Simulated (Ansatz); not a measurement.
Consider the hydrogen abstraction from a Ga–H bond: `[NH2][GaH][O][SiH3]` + F• → `[NH2][Ga][O][SiH3]`• + H–F.

Isolated molecules relaxed with PBE0-D4/def2-TZVP in Ansatz; ΔE leaves out vibrations. CCSD(T)/CBS is the MP2 limit (def2-TZVPP, def2-QZVPP) plus CCSD(T) − MP2 in def2-TZVPP, frozen cores. This one scheme is used for every species, atoms too. DFT in def2-TZVPP. Open shells (•) are unrestricted, without spin–orbit coupling. Spin–orbit coupling would lower the free atoms: a little for F. Bonds to Ga are less sure, by a few kJ/mol each and by 10 to 20 or more in all where they break to atoms, as the def2 sets lack core-valence functions. Scalar relativity is left out up to krypton. One conformer a species, not always the lowest.

```json
{"species": "`[NH2][GaH][O][SiH3]`", "BLYP energy (Eh)": "-2348.11406"}
{"species": "F•", "BLYP energy (Eh)": "-99.76086"}
{"species": "`[NH2][Ga][O][SiH3]`•", "BLYP energy (Eh)": "-2347.48826"}
{"species": "H–F", "BLYP energy (Eh)": "-100.48139"}
```

Q: Work out ΔE.

A: ΔE = (-2347.48826) + (-100.48139) − (-2348.11406) − (-99.76086) = -0.09473 Eh = -59.4 kcal/mol. CCSD(T)/CBS gives -53.7 kcal/mol.

Q: What do rigid-rotor, harmonic-oscillator terms from PBE0-D4/def2-TZVP frequencies (298.15 K, 1 bar) make of the CCSD(T)/CBS value? (Best estimate.)

A: Computed: ΔZPE = +1.2 kcal/mol, ΔH = -52.2 kcal/mol, ΔS = 18 J/(mol·K), ΔG = -53.5 kcal/mol. Open shells count their whole term as degenerate. Modes under 50 cm⁻¹ make the entropy rough.

Largest T1 diagnostic among the species: 0.016.

At CCSD(T), def2-SVP lies +8.4 kcal/mol from the extrapolated value and def2-TZVPP +1.9 kcal/mol. From PBE to PBE0 (25 % exact exchange), in def2-TZVPP and without D4, ΔE moves by +6.8 kcal/mol. Leaving LDA and LC-ωPBE aside and taking each functional with its dispersion term where it has one, the values, not all of them listed here, spread over 15.1 kcal/mol, from PBE-D4 to BHLYP-D4. LDA lies −9.3 kcal/mol from PBE without D4.
